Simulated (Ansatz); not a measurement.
Calculated with Ansatz (gas phase, PBE0-D4/def2-TZVP geometries, no zero-point term in ΔE). CCSD(T)/CBS adds triple-zeta CCSD(T) − MP2 to the extrapolated MP2 energy (def2 sets, frozen cores). Functionals use def2-TZVPP. For Ge outer-core shells are correlated without core-valence functions, which leaves a few kJ/mol of doubt a bond. Scalar relativity is left out up to krypton. One conformer a species, not always the lowest.

Reaction (formal exchange of groups at a C–C bond): `C=C(C)C(N)=O` + `[CH3][GeH]([F])[F]` → `[CH3][Ge]([CH3])([F])[F]` + `C=CC(N)=O`

```
     level  ΔE (kcal/mol)
r2SCANh-D4           -8.8
   r2SCAN0           -8.9
```

(1) What does CCSD(T)/CBS give? (Estimate.)

Largest T1 diagnostic among the species: 0.015.

## Answers

(1) Ansatz gave: -9.2 kcal/mol. The listed levels differ from it by 0.4, 0.3 kcal/mol.

At CCSD(T), def2-SVP lies +3.8 kcal/mol from the extrapolated value and def2-TZVPP +0.3 kcal/mol. Leaving LDA and LC-ωPBE aside and taking each functional with its dispersion term where it has one, the values, not all of them listed here, spread over 1.6 kcal/mol, from B2PLYP to B97M-V. LDA lies +2.1 kcal/mol from PBE without D4.
